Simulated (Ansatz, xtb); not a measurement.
## Two structures of Cl4Si

Structure I: a singlet given by its coordinates. Structure II: `Cl[Si](Cl)(Cl)Cl`, a singlet. Both are isolated molecules in the gas phase, relaxed with r2SCAN-D4/def2-SVP.

I (Å):

| atom | x (Å) | y (Å) | z (Å) |
| --- | --- | --- | --- |
| Cl | -0.4478 | -0.7506 | -2.5355 |
| Cl | 0.4730 | 3.0763 | 1.0204 |
| Cl | 0.3497 | -2.1865 | 0.3679 |
| Cl | -0.8270 | 1.0801 | 0.3903 |
| Si | -0.8477 | -0.7831 | -0.5255 |

Close contacts (Å): Cl1–Si5 2.05, Cl2–Cl4 2.46, Cl3–Si5 2.05, Cl4–Si5 2.08.

II (Å):

```tsv
atom	x (Å)	y (Å)	z (Å)
Cl	-2.3665	-0.8215	1.8423
Cl	0.2399	-2.8933	1.9646
Cl	-1.2433	-2.2526	-0.9486
Cl	0.5623	0.1084	0.5556
Si	-0.7020	-1.4648	0.8536
```

Q: Which of the two would you expect CCSD(T)/def2-SVP + ΔMP2/def2-TZVPP electronic energies to favour?

A: Structure II; the calculation gives E(II) − E(I) = −100.0 kcal/mol.

The same difference at several levels:

| level | geometry | E(II) − E(I) (kcal/mol) | departure from the last row (kcal/mol) | job, with rough time for the two |
| --- | --- | --- | --- | --- |
| GFN2-xTB | GFN2-xTB | −63.8 | +36.2 | optimisation, 0.37 s |
| HF/STO-3G | GFN2-xTB | −154.3 | −54.3 | single point, 0.7 s |
| r2SCAN-D4/def2-SVP//GFN2-xTB | GFN2-xTB | −103.6 | −3.6 | single point, 6.1 s |
| r2SCAN-D4/def2-SVP | r2SCAN-D4/def2-SVP | −99.4 | +0.6 | optimisation, 46 s |
| HF/def2-SVP | r2SCAN-D4/def2-SVP | −139.6 | −39.6 | part of the CCSD(T) run |
| MP2/def2-SVP | r2SCAN-D4/def2-SVP | −112.2 | −12.2 | part of the CCSD(T) run |
| CCSD(T)/def2-SVP | r2SCAN-D4/def2-SVP | −103.3 | −3.3 | single point |
| CCSD(T)/def2-SVP + ΔMP2/def2-TZVPP | r2SCAN-D4/def2-SVP | −100.0 |  | single point, 52 s |

None of the levels shown reverses the order. The largest departure from CCSD(T)/def2-SVP + ΔMP2/def2-TZVPP is that of HF/STO-3G, 54.3 kcal/mol. The last row adds to CCSD(T) the change of the MP2 difference between the two basis sets, here +3.3 kcal/mol, a large step that makes the value less sure.

With harmonic frequencies from r2SCAN-D4/def2-SVP (ideal gas, rigid rotor, one conformer each, 298.15 K, 1 atm): on the last row, ΔE + ΔZPE = −99.0, ΔH = −99.5, ΔG = −96.1 kcal/mol.

The T1 diagnostic of structure I is large, so the coupled-cluster value is less sure. The correlated steps freeze 25 core orbitals. Codes used: Ansatz 0.2.0, xtb 6.7.1; the last row on 1 thread of Arm Neoverse V1 on a shared host.
